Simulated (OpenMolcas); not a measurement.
**Ni⁵⁺: Racah parameters, worked from levels**

```yaml
Program: OpenMolcas
Basis: ANO-RCC-VTZP [6s5p3d2f1g]
Scalar_Hamiltonian: DKH2, point nucleus
Active_space: 11 electrons in 8 orbitals (RAS1 3p, at most 2 holes; RAS2 3d)
State_averaging: 2S+1 = 6 even, 1 root; 2S+1 = 4 even, 24 roots; 2S+1 = 2 even, 53 roots
Spin-orbit_coupling: RASSI with atomic mean-field integrals over the reference wave functions, term energies averaged over their components
```

Methods: RASSCF; MS-RASPT2, IPEA 0.25 Eh, imaginary shift 0.1 Eh (closed shells correlated: 3s).

**Racah parameters.** Above ⁶S, d5 has ⁴D at 17B + 5C, ⁴G at 10B + 5C and ⁴P at 7B + 7C. The first two fix B and C, and the third tests them; where it misses by thousands of cm-1, two parameters do not describe the configuration (Trees and configuration-interaction terms are left out) and B and C hang on the terms chosen. Term energies are centres of gravity, weighted by 2J + 1.

```
   Source     ⁴D     ⁴G     B     C   C/B  ⁴P from B, C  ⁴P found
   RASSCF  56749  47734  1288  6971  5.41         57813     49251
MS-RASPT2  52293  43242  1293  6062  4.69         51485     47713
```

Energies in cm-1. From RASSCF to MS-RASPT2, B changes by +0.4 % and C by -13.0 %.

CASPT2 breaks the degeneracy within a term, and the mean is taken; among the terms shown or strongly mixed into the levels shown the widest spread is 300 cm-1 (3d⁵ ⁴G, MS-RASPT2). Active for correlation alone: 3p; no level in the range computed is led by a configuration that opens it, so any true level of that kind is missing. Without dynamic correlation excited terms often stand tens of per cent too high (terms of higher spin than the ground term too low), and those without a measured partner can miss by more than the paired ones (holds for RASSCF). Levels of configurations outside the active space are missing.
